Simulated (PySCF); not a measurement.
## Working out the ionisation energy of Hg⁺

Hg⁺ [Xe] 4f14 5d10 6s1 (2S) → Hg²⁺ [Xe] 4f14 5d10 (1S). All numbers are calculated (PySCF 2.14, the spin-free X2C one-electron Hamiltonian (Gaussian nucleus), in ANO-RCC-VTZP). Frozen: [Kr] 4d10 4f14. Energies in hartree (1 hartree = 27.21139 eV):

```json
{"part": "UHF", "Hg⁺ (lower)": "-19618.874433", "Hg²⁺ (upper)": "-19618.244720"}
{"part": "CCSD correlation", "Hg⁺ (lower)": "-0.539046", "Hg²⁺ (upper)": "-0.488917"}
{"part": "(T)", "Hg⁺ (lower)": "-0.015311", "Hg²⁺ (upper)": "-0.011522"}
```

Task: What does Hartree-Fock give?

Result: (-19618.244720) − (-19618.874433) = 0.629713 hartree = 17.135 eV.

Task: What do CCSD and CCSD(T) give?

Result: The CCSD correlation energies differ by 0.050129 hartree = 1.364 eV and the triples by 0.003789 hartree = 0.103 eV, so CCSD gives 18.499 eV and CCSD(T) 18.602 eV.

Measured between the centres of the two terms (NIST): 18.757 eV, so CCSD(T) (valence and next inner shell) is off by -0.155 eV.

What remains against the reference includes basis incompleteness, the frozen core and higher excitations.
